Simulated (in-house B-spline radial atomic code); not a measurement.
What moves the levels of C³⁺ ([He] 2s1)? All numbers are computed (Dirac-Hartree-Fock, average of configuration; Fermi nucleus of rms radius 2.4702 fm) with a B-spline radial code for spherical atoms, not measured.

Baseline run (computed): total energy -34.7420 hartree, 1s1/2 at -13.48573 hartree, 2s1/2 at -64.385 eV with <r> = 1.279 bohr.

Scaling the speed of light c (a factor of 100 is close to the non-relativistic limit):

```csv
c/c0,ΔE (hartree),2s1/2 level (eV),2s1/2 <r> (bohr)
0.9,-0.0037348,-64.3922,1.279
0.98,-0.0006564,-64.3864,1.279
1.02,0.00061812,-64.384,1.279
1.2,0.0048627,-64.3759,1.28
100,0.015902,-64.355,1.28
```

(1) The nuclear charge is raised by 0.1. What does the Hellmann-Feynman theorem predict for the energy, and what is found?

Answers

(1) dE/dZ ≈ -Σ<1/r>, which is -12.4867 at the start and -12.7124 at the end; their mean times 0.1 is -1.26 hartree, and the two runs differ by -1.26 hartree.
